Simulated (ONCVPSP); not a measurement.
**Which change was made? (Zn, ONCV)**

| Property | Result |
| --- | --- |
| Element | Zn (Z = 30) |
| Generator | ONCVPSP 4.0.1 |
| Type | optimised norm-conserving Vanderbilt (ONCV) |
| Functional | PBEsol |
| Relativity | scalar-relativistic |
| Frozen core | [Ar] |
| Valence charge | 12 |
| Reference configuration | 3d10 4s2 |
| Partial waves | 4s: rc 1.80 bohr, ncon 3, nbas 8, qcut 3.5 1/bohr, 2 projectors, debl 2.8 Ha; p scattering state at 0.19 Ha: rc 1.70 bohr, ncon 4, nbas 8, qcut 4.2 1/bohr, 2 projectors, debl 1.4 Ha; 3d: rc 0.70 bohr, ncon 4, nbas 7, qcut 14.6 1/bohr, 2 projectors, debl 2.5 Ha |
| Local potential | polynomial inside 0.55 bohr (lpopt 2, dvloc0 0 Ha) |
| Core correction | Teter function, fcfact 3.75, rcfact 1.75 |

Cutoffs, loose and tight: the cutoffs (Ha) at which the residual kinetic energy of the hardest occupied pseudo-wave falls to 1 and 0.1 mHa per electron. They do not see the model core or the augmentation charge, which bear on the density cutoff. Test errors are all-electron minus pseudo excitation energies from the reference, over the configurations 3d10 4s1; 3d10 4s0; 3d9 4s0; 3d10 4s1.5; variants that change the core or the reference have their own tests.

The base gives: outcome: generated; cutoff, loose: 327 Ha; cutoff, tight: 380 Ha; bound ghosts: s; GHOST(+) flags above zero: p; largest test error (meV): -373.

Q: After one change the result is: outcome: generated, projector energies reset by the program; cutoff, loose: 96 Ha; cutoff, tight: 129 Ha; bound ghosts: s; GHOST(+) flags above zero: p; largest test error (meV): -569. Which change was it?
A. all radii but the core radius scaled by about 1.33 (s 2.40, p 2.26, d 0.94 bohr); local potential polynomial inside 0.74 bohr (lpopt 2, dvloc0 0 Ha)
B. all radii but the core radius scaled by about 1.09 (s 1.96, p 1.84, d 0.76 bohr); local potential polynomial inside 0.60 bohr (lpopt 2, dvloc0 0 Ha)
C. all radii but the core radius scaled by about 1.19 (s 2.14, p 2.02, d 0.82 bohr); local potential polynomial inside 0.66 bohr (lpopt 2, dvloc0 0 Ha)

A: A. The others give: all radii but the core radius scaled by about 1.09 (s 1.96, p 1.84, d 0.76 bohr); local potential polynomial inside 0.60 bohr (lpopt 2, dvloc0 0 Ha) → outcome: generated; cutoff, loose: 257 Ha; cutoff, tight: 312 Ha; bound ghosts: s; GHOST(+) flags above zero: p; largest test error (meV): -405 | all radii but the core radius scaled by about 1.19 (s 2.14, p 2.02, d 0.82 bohr); local potential polynomial inside 0.66 bohr (lpopt 2, dvloc0 0 Ha) → outcome: generated; cutoff, loose: 144 Ha; cutoff, tight: 256 Ha; bound ghosts: s; GHOST(+) flags above zero: p; largest test error (meV): -463.
